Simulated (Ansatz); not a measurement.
Basis-set extrapolation for CH3AlFNS (`F[CH]1[NH][Al]1[SH]`) (PBE0-D4/def2-TZVP geometry, frozen core, the Gaussian-basis code of Ansatz). Multiplicity 1, RHF reference.

```csv
,def2-TZVPP,def2-QZVPP
HF,-833.053456,-833.080301
MP2 correlation,-0.867596,-0.938985
CCSD(T) correlation,-0.936006,not run
```

Energies in hartree. Use E(X) = E(∞) + A·exp(−7.88·√X) for Hartree–Fock and E(X) = E(∞) + B·X^(−2.97) for correlation, with X = 3 and 4, and add CCSD(T) minus MP2 of the smaller set to the MP2 limit.

What is the CCSD(T) energy at the basis-set limit?

HF limit: -833.080301 + (-0.026845) × 0.13774 = -833.08400. MP2 limit: -0.938985 + (-0.071389) × 0.74074 = -0.99187. Higher-order term: -0.936006 − (-0.867596) = -0.06841. Total: -834.14428 hartree, 406.5 kJ/mol below CCSD(T)/def2-TZVPP.
